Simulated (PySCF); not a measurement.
As2, charge +1, doublet, at a GFN2-xTB geometry (a state made from the parent by changing its charge; the spin is typed, not shown lowest); M062X/3-21G (PySCF).

The PySCF input:
```python
from pyscf import gto, scf, dft

mol = gto.Mole()
mol.atom = '''
    As   -0.00000000   -0.00000000   -1.09007048
    As    0.00000000    0.00000000    1.09007048
'''
mol.basis = '3-21g'
mol.charge = 1
mol.spin = 1
mol.verbose = 4
mol.build()

mf = dft.UKS(mol)
mf.xc = 'm062x'
mf.grids.level = 2
mf.kernel()
```

The log (banner, timings and long lists left out):

```
PySCF version 2.14.0

[INPUT] verbose = 4
[INPUT] num. atoms = 2
[INPUT] num. electrons = 65
[INPUT] charge = 1
[INPUT] spin (= nelec alpha-beta = 2S) = 1
[INPUT] symmetry False subgroup None
[INPUT] Mole.unit = angstrom
[INPUT] Symbol           X                Y                Z      unit          X                Y                Z       unit  Magmom
[INPUT]  1 As     0.000000000000   0.000000000000  -1.090070480000 AA    0.000000000000   0.000000000000  -2.059934663673 Bohr   0.0
[INPUT]  2 As     0.000000000000   0.000000000000   1.090070480000 AA    0.000000000000   0.000000000000   2.059934663673 Bohr   0.0

nuclear repulsion = 264.32877197623
number of shells = 20
number of NR pGTOs = 108
number of NR cGTOs = 44
basis = 3-21g
ecp = {}

******** <class 'pyscf.dft.uks.UKS'> ********
method = UKS
initial guess = minao
damping factor = 0
level_shift factor = 0
DIIS = <class 'pyscf.scf.diis.CDIIS'>
diis_start_cycle = 1
diis_space = 8
diis_damp = 0
SCF conv_tol = 1e-09
SCF conv_tol_grad = None
SCF max_cycles = 50
direct_scf = True
direct_scf_tol = 1e-13
number electrons alpha = 33  beta = 32
XC library pyscf.dft.libxc version 7.1.2
    S. Lehtola, C. Steigemann, M. J. T. Oliveira, and M. A. L. Marques,  SoftwareX 7, 1–5 (2018)
XC functionals = m062x
    Y. Zhao and D. G. Truhlar,  Theor. Chem. Acc. 120, 215 (2008)
    Y. Zhao and D. G. Truhlar,  Theor. Chem. Acc. 120, 215 (2008)
radial grids:
    Treutler-Ahlrichs [JCP 102, 346 (1995); DOI:10.1063/1.469408] (M4) radial grids

becke partition: Becke, JCP 88, 2547 (1988); DOI:10.1063/1.454033
pruning grids: <function nwchem_prune>
grids dens level: 2
symmetrized grids: False
atomic radii adjust function: <function treutler_atomic_radii_adjust>
small_rho_cutoff = 0
Set gradient conv threshold to 3.16228e-05
tot grids = 26152
init E= -4446.32741395933

cycle= 1 E= -4450.09160808689  delta_E= -3.76  |g|= 0.104  |ddm|= 1.33
cycle= 2 E= -4450.09960485746  delta_E= -0.008  |g|= 0.0232  |ddm|= 0.266
cycle= 3 E= -4450.10003524082  delta_E= -0.00043  |g|= 0.00235  |ddm|= 0.069
cycle= 4 E= -4450.10004035147  delta_E= -5.11e-06  |g|= 0.000211  |ddm|= 0.00615
cycle= 5 E= -4450.10004042252  delta_E= -7.1e-08  |g|= 3.41e-05  |ddm|= 0.00114
cycle= 6 E= -4450.10004043405  delta_E= -1.15e-08  |g|= 2.59e-05  |ddm|= 0.000212
cycle= 7 E= -4450.10004044454  delta_E= -1.05e-08  |g|= 2.58e-05  |ddm|= 0.000182
cycle= 8 E= -4450.10004045133  delta_E= -6.79e-09  |g|= 2.58e-05  |ddm|= 0.000117
cycle= 9 E= -4450.10004045137  delta_E= -4e-11  |g|= 2.58e-05  |ddm|= 7.32e-07
Extra cycle  E= -4450.10004046066  delta_E= -9.29e-09  |g|= 2.58e-05  |ddm|= 0.000161
converged SCF energy = -4450.10004046066  <S^2> = 0.75034878  2S+1 = 2.0003488
```
